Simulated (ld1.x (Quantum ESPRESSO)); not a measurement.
**Configuration tests for antimony (Sb) (TM)**

```
Element                 : antimony (Sb)
Generator               : ld1.x (Quantum ESPRESSO) 7.5
Type                    : norm-conserving Troullier–Martins (Kleinman–Bylander form)
Functional              : PBEsol
Relativity              : fully relativistic
Frozen core             : [Kr]
Valence charge          : 15
Reference configuration : 4d10 5s2 5p3
Partial waves           : 5s (bound): rc 1.75 bohr; 5p (bound): rc 2.15 bohr; 4f channel at 0.05 Ry: rc 2.10 bohr; 4d (bound): rc 1.55 bohr
Local potential         : the d channel
Core correction         : Bessel-smoothed model core inside 1.35 bohr
```

Open shells are filled in proportion to 2j + 1 (rel_dist='average').

Energies are relative to the spin-unpolarised reference configuration 4d10 5s2 5p3; without spin polarisation the order of configurations can differ from experiment. Not all tests gave a result: 1 of 7 tests not solved or not reliable. Left out of the table: 4d9 5s2 5p3 (solver errors, printed error -1803 eV). The d channel is local and has no spin–orbit splitting in the pseudo-atom.

```json
{"valence configuration": "4d10 5s2 5p2", "charge": "+1", "ΔE all-electron (eV)": "8.361", "error AE − PS (meV)": "+0.4"}
{"valence configuration": "4d10 5s2 5p1", "charge": "+2", "ΔE all-electron (eV)": "24.393", "error AE − PS (meV)": "+2.3"}
{"valence configuration": "4d10 5s2 5p0", "charge": "+3", "ΔE all-electron (eV)": "48.864", "error AE − PS (meV)": "+5.5"}
{"valence configuration": "4d10 5s1 5p0", "charge": "+4", "ΔE all-electron (eV)": "93.194", "error AE − PS (meV)": "+5.0"}
{"valence configuration": "4d10 5s1 5p3", "charge": "+1", "ΔE all-electron (eV)": "17.097", "error AE − PS (meV)": "-1.0"}
{"valence configuration": "4d10 5s2 5p3.3", "charge": "-0.3", "ΔE all-electron (eV)": "-1.167", "error AE − PS (meV)": "+0.1"}
```

Levels in the configuration 4d10 5s2 5p1:

| level | all-electron (eV) | pseudo (eV) |
| --- | --- | --- |
| 4d j=3/2 | -52.561 | -51.669 |
| 4d j=5/2 | -51.307 | -51.669 |
| 5s j=1/2 | -29.495 | -29.487 |
| 5p j=1/2 | -20.739 | -20.735 |
| 5p j=3/2 | -19.848 | -19.846 |

Note: ghost states, extra bound levels that the all-electron valence spectrum of the same l lacks: s at -176.5 eV, p3/2 at -61.3 eV, p1/2 at -53.5 eV. A true bound ghost makes a file unfit for plane-wave use. The potential misses its own reference levels by up to 0.8 eV.
